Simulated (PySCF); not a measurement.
# Which determinant of BeS lies lowest?

Unrestricted PBE0; basis Be def2-SVP, S def2-SVP; no relativity; PySCF 2.14. Outer shells of the fragments: Be 2s2; S 3s2 3p4.

Followed along the bond (rough minima from three points):

```
2Ms+1  unpaired  ⟨S²⟩ at the start  R at minimum (Å)  Te (eV)
    1      none               0.00              1.76     0.00
    3  σ ↑, π ↑               2.00              1.95     0.64
    1  σ ↑, π ↓               1.01              1.95     0.68
```

Solutions found at the starting distance of 1.945 Å, counted from the lowest of them; the search is not exhaustive and high or unbound solutions are not listed, so other states can lie among these:

```csv
2Ms+1,unpaired,term,E (eV),⟨S²⟩,⟨Lz²⟩,μ (D)
1,none,¹Σ⁺,0.00,0.00,0.00,-5.39
3,"σ ↑, π ↑",³Π,0.27,2.00,1.01,-0.58
1,"σ ↑, π ↓",mixed,0.32,1.01,1.01,-0.57
3,σ ↑↑,³Σ⁺,2.10,2.01,0.00,-0.33
3,π ↑↑,mixed,3.11,2.01,2.01,-2.91
3,π ↑↑,mixed,3.43,2.02,2.00,-3.12
```

A term symbol is given only where ⟨S²⟩ and ⟨Lz²⟩ are close to those of a pure state; real π, δ and φ orbitals otherwise mix terms. A positive dipole means Be(−)S(+).

Q: Compare the gap between the two lowest followed solutions at the starting distance with the gap between their minima.

A: At PBE0 the second solution (triplet, unpaired electrons σ ↑, π ↑) lies +0.27 eV from the first (singlet, closed shell) at 1.945 Å and +0.64 eV at the minima; the two curves relax by different amounts, since their minima lie near 1.95 and 1.76 Å.

Counting both spins, an empty level lies below a filled one in some of these solutions, because spin and occupation are held.
